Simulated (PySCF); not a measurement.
Lowest empty level (eV) of eight silicon and germanium compounds: PBE beside PBE0, computed with PySCF for isolated molecules in the bases named; differences from unrounded values. The eight are the first of their class met in an unordered collection, after screening for sound electronic states; none was chosen by its value. Each molecule has one DFT geometry for both levels.

```
molecule                                         basis   PBE0    PBE  difference
-------------------------------------------  ---------  -----  -----  ----------
CH5FOSi, SMILES C[Si@@H](F)O                 def2-TZVP   0.66  -0.22       -0.89
CH₃ClF₂Si, SMILES C[Si](F)(F)Cl              def2-TZVP   0.76  -0.16       -0.92
C3H8O2Si, SMILES OC[SiH]1COC1                def2-TZVP   0.13  -0.75       -0.88
C₂H₄FNOSi, SMILES N1=C[Si@H]([C@H]1F)O       def2-TZVP  -1.48  -2.56       -1.09
C3H8O2Si, SMILES C[C@@H](C=O)[SiH2]O         def2-TZVP  -0.92  -2.03       -1.11
CH7GeNSi2, SMILES [SiH3][C]1=N[SiH2][GeH2]1  def2-TZVP  -1.47  -2.54       -1.07
CH₅ClFNSi, SMILES C[Si@@](N)(F)Cl            def2-TZVP   0.63  -0.20       -0.83
C₃H₉FOSi, SMILES C(C)OC[SiH2]F               def2-TZVP   0.18  -0.74       -0.92
```

PBE lies below PBE0 in 8 and above it in 0 of the eight; the mean signed difference is -0.96 and the largest -1.11 eV.
